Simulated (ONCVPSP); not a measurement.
# Before and after: ONCV potential for As (Z = 33)

```
Element                 : As
Generator               : ONCVPSP 4.0.1
Type                    : optimised norm-conserving Vanderbilt (ONCV)
Functional              : LDA (Perdew-Wang 92)
Relativity              : scalar-relativistic
Frozen core             : [Ar]
Valence charge          : 15
Reference configuration : 3d10 4s2 4p3
Partial waves           : 4s: rc 1.70 bohr, ncon 4, nbas 7, qcut 3.8 1/bohr, 1 projector; 4p: rc 2.00 bohr, ncon 5, nbas 8, qcut 3.5 1/bohr, 3 projectors, debl 3.8 Ha; 3d: rc 0.95 bohr, ncon 5, nbas 9, qcut 15.1 1/bohr, 1 projector
Local potential         : polynomial inside 0.90 bohr (lpopt 5, dvloc0 -1 Ha)
Core correction         : Teter function, fcfact 4, rcfact 1.75
```

All-electron outer shells of the reference configuration (LDA (PZ), scalar-relativistic, ld1.x):

```tsv
shell	level (eV)	outermost node (bohr)	outermost maximum (bohr)
3s	-189.50	0.25	0.52
3p	-133.41	0.22	0.52
3d	-40.89	–	0.47
4s	-14.70	0.73	1.61
4p	-5.35	0.78	1.97
```

Change: all radii but the core radius scaled by about 1.12 (s 1.90, p 2.24, d 1.06 bohr); local potential polynomial inside 1.02 bohr (lpopt 5, dvloc0 -1 Ha).

Cutoffs: the cutoffs (Ha) at which the residual kinetic energy of the hardest occupied pseudo-wave falls to 1 and 0.1 mHa per electron; they do not see the model core or the augmentation charge, which bear on the density cutoff. Errors are all-electron minus pseudo energies relative to the spin-unpolarised reference configuration.

What does the change do?

The potential gets softer (110 Ha and 287 Ha → 99 Ha and 111 Ha); both files keep a bound ghost (s); of the 4 tests that both files solve, the error grows in 2 and shrinks in 1 by more than 15 % and 0.3 meV (median size 5.4 → 4.9 meV). A larger radius leaves more room for a smooth pseudo-wave, so fewer plane waves are needed.

| quantity | base | changed |
| --- | --- | --- |
| cutoff, loose | 110 Ha | 99 Ha |
| cutoff, tight | 287 Ha | 111 Ha |
| loose cutoff by channel | s 22 Ha, p 9.6 Ha, d 110 Ha | s 14 Ha, p 6.6 Ha, d 99 Ha |
| bound ghosts | s | s |
| GHOST(+) flags under 300 eV | p at 299.5 eV | none |
| error for 3d10 4s2 4p2, meV [ΔE 9.32 eV] | -0.8 | -1.3 |
| error for 3d10 4s2 4p1, meV [ΔE 27.48 eV] | +0.4 | -3.6 |
| error for 3d10 4s2 4p0, meV [ΔE 55.51 eV] | +10.0 | -6.2 |
| error for 3d9 4s2 4p3, meV [ΔE 51.10 eV] | -498 | -473 |
| rms error of d²Exc/dni dnj with the model core, mHa | 1.76 | 1.12 |

 A true bound ghost makes a file unfit for plane-wave use even where its test errors are small: the radial tests pick states by their node count and pass the ghost by.
